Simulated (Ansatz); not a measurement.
Isolated molecules relaxed with PBE0-D4/def2-TZVP in Ansatz; ΔE leaves out vibrations. CBS: MP2 limit from def2 TZ/QZ plus the TZ coupled-cluster correction, frozen cores. Functionals use def2-TZVPP. B3LYP here is the variant with VWN-RPA as its local correlation; programs differ in this. For Ge outer-core shells are correlated without core-valence functions, which leaves a few kJ/mol of doubt a bond. Scalar relativity is left out up to krypton. One conformer a species, not always the lowest.

`N[SiH](O)[Si](N)(F)F` + `[NH2][GeH2][SiH](N)O` → `N[Si@H](O)[Si@H](N)O` + `[NH2][GeH2][Si](N)(F)F`  (redistribution)

`N[SiH](O)[Si](N)(F)F`:

Cartesian coordinates in Å:
```
N 2.240 -0.161 0.208
Si 0.777 -0.815 -0.369
O 0.077 -2.027 0.517
Si -0.700 1.004 -0.416
N -2.194 0.557 0.248
F -0.136 2.218 0.464
F -0.819 1.646 -1.875
H 3.124 -0.639 0.168
H 2.273 0.668 0.776
H 1.008 -1.472 -1.676
H -0.172 -1.813 1.419
H -2.937 1.214 0.424
H -2.540 -0.379 0.111
```

`[NH2][GeH2][SiH](N)O`:

Cartesian coordinates in Å:
```
N 0.013 -2.352 -0.862
Ge -1.016 -0.865 -0.482
Si 0.361 0.612 0.769
N -0.274 2.196 0.713
O 1.833 0.373 0.043
H -0.383 -2.971 -1.556
H 0.947 -2.096 -1.154
H -1.553 -0.141 -1.750
H -2.254 -1.354 0.294
H 0.469 0.311 2.223
H -0.582 2.636 -0.137
H -0.161 2.853 1.466
H 2.599 0.797 0.433
```

`N[Si@H](O)[Si@H](N)O`:

Z-matrix (Å, degrees):
```
Si
O 1 1.658
Si 1 2.349 2 111.2
N 1 1.715 2 117.0 3 -118.2
H 1 1.482 2 102.3 3 124.4
H 2 0.958 1 117.1 3 47.1
N 3 1.721 1 107.0 2 -126.9
O 3 1.656 1 106.4 2 107.0
H 3 1.495 1 114.5 2 -12.9
H 4 1.008 1 119.8 2 86.1
H 4 1.007 1 122.4 2 -64.9
H 7 1.008 3 119.8 1 -53.6
H 7 1.008 3 121.4 1 159.3
H 8 0.959 3 117.8 1 -170.0
```

`[NH2][GeH2][Si](N)(F)F`:

Cartesian coordinates in Å:
```
N 1.997 1.391 -0.182
Ge 1.205 -0.264 -0.006
Si -1.101 0.118 0.404
N -2.041 -1.234 0.031
F -1.436 0.487 1.915
F -1.493 1.433 -0.419
H 2.973 1.363 -0.442
H 1.510 2.004 -0.823
H 1.342 -1.176 -1.256
H 1.901 -0.981 1.162
H -2.955 -1.378 0.430
H -1.902 -1.764 -0.813
```

**Question.** Is it downhill or uphill in electronic energy at CCSD(T)/CBS, and by how much? (Estimate.)

**Answer.** Ansatz gave: Uphill: ΔE = +7.4 kJ/mol.

**Question.** What do these levels give: r2SCAN-D4, B3LYP-D4, ωB97M-V, PBE, SCS-MP2/def2-TZVPP, HF/CBS(def2)? (Estimate.)

**Answer.** Ansatz gave: r2SCAN-D4 7.5, B3LYP-D4 8.4, ωB97M-V 7.8, PBE 6.6, SCS-MP2/def2-TZVPP 7.3, HF/CBS(def2) 8.5 kJ/mol.

Largest T1 diagnostic among the species: 0.012.
